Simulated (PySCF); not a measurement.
PySCF input (M06-2X/6-311+G**):

```python
from pyscf import gto, dft

mol = gto.M(
    atom='''
    N     0.24931200    1.76831000   -0.05892700
    Si    0.00349400    0.15400600    0.01799700
    N     1.04827200   -0.65329700   -1.16818500
    N    -1.66688700   -0.42170800   -0.13148300
    F     0.39723000   -0.73224600    1.37126800
    H    -0.43319800    2.35199600    0.41303800
    H     1.68177600   -1.32491200   -0.75264700
    H     1.60272700    0.04324200   -1.65070900
    H    -2.12146100   -0.05870900   -0.95938200
    H    -1.76871400   -1.43062900   -0.13350400
    ''',
    basis='6-311+g**',
    charge=-1,
    spin=0,
    verbose=4,
)

mf = dft.RKS(mol, xc='m062x').density_fit(auxbasis='def2-universal-jkfit')
mf.grids.level = 4
mf.conv_tol = 1e-9
mf.max_cycle = 100
mf.max_memory = 1500
mf.kernel()
if not mf.converged:
    mf = mf.newton()
    mf.kernel(mf.make_rdm1())
mf.dip_moment()
```

Output:

```
PySCF version 2.14.0

[INPUT] verbose = 4
[INPUT] num. atoms = 10
[INPUT] num. electrons = 50
[INPUT] charge = -1
[INPUT] spin (= nelec alpha-beta = 2S) = 0
[INPUT] symmetry False subgroup None
[INPUT] Mole.unit = angstrom
[INPUT] Symbol           X                Y                Z      unit          X                Y                Z       unit  Magmom
[INPUT]  1 N      0.249312000000   1.768310000000  -0.058927000000 AA    0.471131399568   3.341621603330  -0.111355891342 Bohr   0.0
[INPUT]  2 Si     0.003494000000   0.154006000000   0.017997000000 AA    0.006602703079   0.291029161540   0.034009401064 Bohr   0.0
[INPUT]  3 N      1.048272000000  -0.653297000000  -1.168185000000 AA    1.980946984050  -1.234552408000  -2.207549712825 Bohr   0.0
[INPUT]  4 N     -1.666887000000  -0.421708000000  -0.131483000000 AA   -3.149959910598  -0.796912624538  -0.248466860036 Bohr   0.0
[INPUT]  5 F      0.397230000000  -0.732246000000   1.371268000000 AA    0.750655908461  -1.383744395808   2.591320963380 Bohr   0.0
[INPUT]  6 H     -0.433198000000   2.351996000000   0.413038000000 AA   -0.818625577709   4.444628286073   0.780528699038 Bohr   0.0
[INPUT]  7 H      1.681776000000  -1.324912000000  -0.752647000000 AA    3.178096042867  -2.503720819150  -1.422296698476 Bohr   0.0
[INPUT]  8 H      1.602727000000   0.043242000000  -1.650709000000 AA    3.028715082446   0.081715537078  -3.119387921355 Bohr   0.0
[INPUT]  9 H     -2.121461000000  -0.058709000000  -0.959382000000 AA   -4.008980273946  -0.110943931047  -1.812969228837 Bohr   0.0
[INPUT] 10 H     -1.768714000000  -1.430629000000  -0.133504000000 AA   -3.342385052684  -2.703496995860  -0.252285996534 Bohr   0.0

nuclear repulsion = 249.521548743553
number of shells = 74
number of NR pGTOs = 229
number of NR cGTOs = 148
basis = 6-311+g**
ecp = {}

******** <class 'pyscf.df.df_jk.DFRKS'> ********
method = DFRKS
initial guess = minao
damping factor = 0
level_shift factor = 0
DIIS = <class 'pyscf.scf.diis.CDIIS'>
diis_start_cycle = 1
diis_space = 8
diis_damp = 0
SCF conv_tol = 1e-09
SCF conv_tol_grad = None
SCF max_cycles = 100
direct_scf = False
XC library pyscf.dft.libxc version 7.1.2
    S. Lehtola, C. Steigemann, M. J. T. Oliveira, and M. A. L. Marques,  SoftwareX 7, 1–5 (2018)
XC functionals = m062x
    Y. Zhao and D. G. Truhlar,  Theor. Chem. Acc. 120, 215 (2008)
    Y. Zhao and D. G. Truhlar,  Theor. Chem. Acc. 120, 215 (2008)
radial grids:
    Treutler-Ahlrichs [JCP 102, 346 (1995); DOI:10.1063/1.469408] (M4) radial grids

becke partition: Becke, JCP 88, 2547 (1988); DOI:10.1063/1.454033
pruning grids: <function nwchem_prune>
grids dens level: 4
symmetrized grids: False
atomic radii adjust function: <function treutler_atomic_radii_adjust>
small_rho_cutoff = 0
Set gradient conv threshold to 3.16228e-05
Initial guess from minao.
tot grids = 219928
******** <class 'pyscf.df.df.DF'> ********
auxbasis = def2-universal-jkfit
init E= -556.951155267472
  HOMO = -0.313897816914424  LUMO = -0.0256005635354464  gap/eV = 7.84497
cycle= 1 E= -556.583147423794  delta_E= 0.368  |g|= 0.847  |ddm|= 2.73
  HOMO = 0.0660369837813471  LUMO = 0.136581115211308  gap/eV = 1.91960
cycle= 2 E= -556.499923805979  delta_E= 0.0832  |g|= 1.08  |ddm|= 2.69
  HOMO = -0.0904889366055763  LUMO = 0.1359975818184  gap/eV = 6.16301
cycle= 3 E= -556.740928640835  delta_E= -0.241  |g|= 0.132  |ddm|= 1.68
  HOMO = -0.0720432112006661  LUMO = 0.135500028412936  gap/eV = 5.64754
cycle= 4 E= -556.743983301385  delta_E= -0.00305  |g|= 0.0566  |ddm|= 0.175
  HOMO = -0.0784504760114836  LUMO = 0.13606748496762  gap/eV = 5.83733
cycle= 5 E= -556.744623680612  delta_E= -0.00064  |g|= 0.0058  |ddm|= 0.0682
  HOMO = -0.0783251318781502  LUMO = 0.136049367278714  gap/eV = 5.83343
cycle= 6 E= -556.74463475593  delta_E= -1.11e-05  |g|= 0.00172  |ddm|= 0.0207
  HOMO = -0.0783186676087938  LUMO = 0.136047731865261  gap/eV = 5.83321
cycle= 7 E= -556.744635395911  delta_E= -6.4e-07  |g|= 0.00109  |ddm|= 0.00419
  HOMO = -0.0782589966907137  LUMO = 0.136056103822603  gap/eV = 5.83181
cycle= 8 E= -556.744635658534  delta_E= -2.63e-07  |g|= 0.000131  |ddm|= 0.00165
  HOMO = -0.0782455812250666  LUMO = 0.136056495943783  gap/eV = 5.83146
cycle= 9 E= -556.744635673121  delta_E= -1.46e-08  |g|= 2.78e-05  |ddm|= 0.000742
  HOMO = -0.0782487463905052  LUMO = 0.136056462501165  gap/eV = 5.83154
cycle= 10 E= -556.744635673688  delta_E= -5.66e-10  |g|= 8.43e-06  |ddm|= 0.000148
  HOMO = -0.0782490489907016  LUMO = 0.136056402407831  gap/eV = 5.83155
Extra cycle  E= -556.74463567372  delta_E= -3.21e-11  |g|= 6.59e-06  |ddm|= 3.1e-05
converged SCF energy = -556.74463567372

WARN: System has nonzero charge -1; the dipole moment is origin-dependent.
Location of origin: [0. 0. 0.]

Dipole moment(X, Y, Z, Debye): -0.78605, -3.58058, -0.76390
```

The dipole moment of an ion depends on the origin.

The geometry given is a B3LYP-D3(BJ)/def2-TZVP minimum.
